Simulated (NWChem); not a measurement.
Molecule: CH$_{3}$BrMgO; SMILES C[O][Mg][Br]

```xyz
7

Mg     0.2902    -0.2283    -0.3642
Br    -0.8891     0.7361     1.4199
O      1.1753    -0.9520    -1.7033
C      1.8663    -1.5164    -2.7477
H      2.2656    -0.7523    -3.4439
H      2.7317    -2.1145    -2.3994
H      1.2300    -2.1954    -3.3493
```
Atoms are numbered in this order, from 1.

All runs: NWChem. The geometry was optimised at PBE0/def2-SVP. Static field.

What does the run give for B3LYP/def2-SVPD? Quantities: isotropic polarisability (bohr³); anisotropy (bohr³).


```
Property                          Result
--------------------------------  ------
isotropic polarisability (bohr³)    62.2
anisotropy (bohr³)                  26.6
```
